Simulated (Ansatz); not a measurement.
Cost and result up the ladder for (BeSe)2 ring (Be₂Se₂) (4 atoms). Total charge 0; singlet. Geometry: PBE0-D4/def2-TZVP.

```xyz
4

Be    0.945    0.176    0.287
Se   -0.602    0.971    1.385
Be   -0.945   -0.176   -0.287
Se    0.602   -0.971   -1.385
```

Ansatz on 4 threads of Arm Neoverse V1 on a shared host. Times are rough, and most runs start from the orbitals of an earlier one. r2SCAN0-D4/def2-TZVP serves as the yardstick here, not as an exact answer. Differences are given only for rows in sets of like size (and for xTB, whose basis is part of the method), since another set adds its own error. Binding counts from free atoms at the same level (Be singlet, Se triplet; other spins of the atoms weren't run), without zero-point energy or a counterpoise term.

The 6-31G sets use Cartesian d functions. LC-ωPBE has ω = 0.4 bohr⁻¹. B3LYP takes the VWN-RPA correlation. Correlated methods freeze 18 core orbitals; core or outer-core shells of Se are correlated, in sets that lack core-valence functions.

Correlated methods converge slowly with the basis.

| level | functions | wall time |
| --- | --- | --- |
| HF/STO-3G | 46 | 0.15 s |
| HF/6-31G | 76 | 0.45 s |
| PBE-D4/def2-SVP | 82 | 0.6 s |
| LDA (SPW92)/def2-TZVP | 134 | 0.65 s |
| B3LYP-D4/6-31G | 76 | 0.85 s |
| PBE0-D4/def2-SVP | 82 | 0.9 s |
| PBE-D4/def2-TZVP | 134 | 1.1 s |
| revPBE-D4/def2-TZVP | 134 | 1.2 s |
| LC-ωPBE/def2-TZVP | 134 | 1.5 s |
| PBE0-D4/def2-TZVPD | 158 | 2.1 s |
| r2SCAN-D4/def2-TZVP (with forces) | 134 | 2.8 s |
| r2SCAN0-D4/def2-TZVP | 134 | 2.8 s |
| PBE-QIDH/def2-TZVP | 134 | 2.9 s |
| r2SCAN-D4/def2-TZVPD | 158 | 2.9 s |

(1) Estimate what each level gives for the binding energy per atom (eV).

Results:

(1) 
```tsv
level	binding energy per atom (eV)	difference from r2SCAN0-D4/def2-TZVP (eV)
HF/STO-3G	2.83	–
HF/6-31G	1.82	–
PBE-D4/def2-SVP	2.99	–
LDA (SPW92)/def2-TZVP	3.41	0.47
B3LYP-D4/6-31G	2.70	–
PBE0-D4/def2-SVP	2.92	–
PBE-D4/def2-TZVP	3.00	0.06
revPBE-D4/def2-TZVP	2.88	-0.06
LC-ωPBE/def2-TZVP	2.84	-0.10
PBE0-D4/def2-TZVPD	2.94	0.00
r2SCAN-D4/def2-TZVP (with forces)	3.01	0.07
r2SCAN0-D4/def2-TZVP	2.94	0.00
PBE-QIDH/def2-TZVP	2.88	-0.06
r2SCAN-D4/def2-TZVPD	3.02	0.08
```
